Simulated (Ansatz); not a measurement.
Cost against result

Saddle point of SiNH$_{3}$BrCl, closed shell (SiNH₃BrCl ([NH2][SiH]([Cl])[Br]) → SiNH₂Cl ([NH][SiH][Cl]) + HBr; bonds formed: Br2–H4; bonds broken: Si1–Br2, N3–H4), PBE0-D4/def2-TZVP structure:

```json
{"atom": "Si1", "x (Å)": "-0.8221", "y (Å)": "-0.4952", "z (Å)": "0.2813"}
{"atom": "Br2", "x (Å)": "1.8095", "y (Å)": "0.5162", "z (Å)": "-1.9588"}
{"atom": "N3", "x (Å)": "0.3745", "y (Å)": "0.5311", "z (Å)": "0.6290"}
{"atom": "H4", "x (Å)": "1.1424", "y (Å)": "0.5948", "z (Å)": "-0.2067"}
{"atom": "H5", "x (Å)": "-2.1903", "y (Å)": "-0.3392", "z (Å)": "0.7949"}
{"atom": "Cl6", "x (Å)": "-0.5642", "y (Å)": "-2.1643", "z (Å)": "-0.7384"}
{"atom": "H7", "x (Å)": "0.2501", "y (Å)": "1.3566", "z (Å)": "1.1988"}
```

Barriers are electronic and count from the start structure reached by relaxing down the imaginary mode.

Ansatz 0.2.0; basis: as named in each row; cores frozen in the correlated methods. Filled d shells of the heavier atoms are correlated. The def2 sets are not built for correlating such inner shells, so the correlated values are less sure here. B3LYP uses VWN-RPA correlation. Extrapolation: Hartree–Fock as exp(−7.88 √X), correlation as X^−2.97.

Times are rough, for one single point on 4 threads of a shared host (Arm Neoverse V2).

The estimate by CCSD(T) at an estimated basis limit (MP2 extrapolated from triple and quadruple zeta, plus CCSD(T) − MP2 in triple zeta) is 73.91 kcal/mol.

```csv
method,basis,time (s),barrier (kcal/mol),method less estimate
HF,STO-3G,under 1,127.93,54.02
SPW92,def2-SVP,under 1,67.22,-6.69
PBE-D4,STO-3G,under 1,91.06,17.15
PBE-D4,def2-SVP,under 1,67.25,-6.66
B3LYP-D4,6-31G,under 1,62.38,-11.53
PBE0-D4,def2-SVP,under 1,73.60,-0.31
SPW92,def2-TZVPP,1,65.58,-8.33
BLYP-D4,def2-TZVPP,2,62.91,-11.00
PBE-D4,def2-TZVPP,2,65.87,-8.04
B3LYP-D4,def2-TZVPP,2,68.15,-5.76
BHLYP-D4,def2-TZVPP,2,73.98,0.07
PBE0-D4,def2-TZVPP,2,71.70,-2.21
CAM-B3LYP-D4,def2-TZVPP,2,71.16,-2.75
CCSD(T),def2-SVP,3,74.39,0.48
r2SCAN0-D4,def2-TZVPP,3,73.40,-0.51
r2SCAN-D4,def2-TZVPP,3,69.56,-4.35
PBE-QIDH,def2-TZVPP,4,75.29,1.38
B2PLYP,def2-TZVPP,4,70.50,-3.41
wB97M-V,def2-SVP,4,75.17,1.26
wB97X-V,def2-TZVPP,5,74.53,0.62
wB97M-V,def2-TZVPP,6,73.02,-0.89
RPA on PBE,def2-TZVPP,6,73.05,-0.86
B97M-V,def2-TZVPP,6,71.31,-2.60
MP2,def2-QZVPP,11,73.98,0.07
CCSD(T),def2-TZVPP,63,73.52,-0.39
```

All methods are single points on the PBE0-D4 structures.

No T1 diagnostic of these runs exceeds 0.014.

Labels in which every atom is bracketed show which atoms are joined, not bond orders.
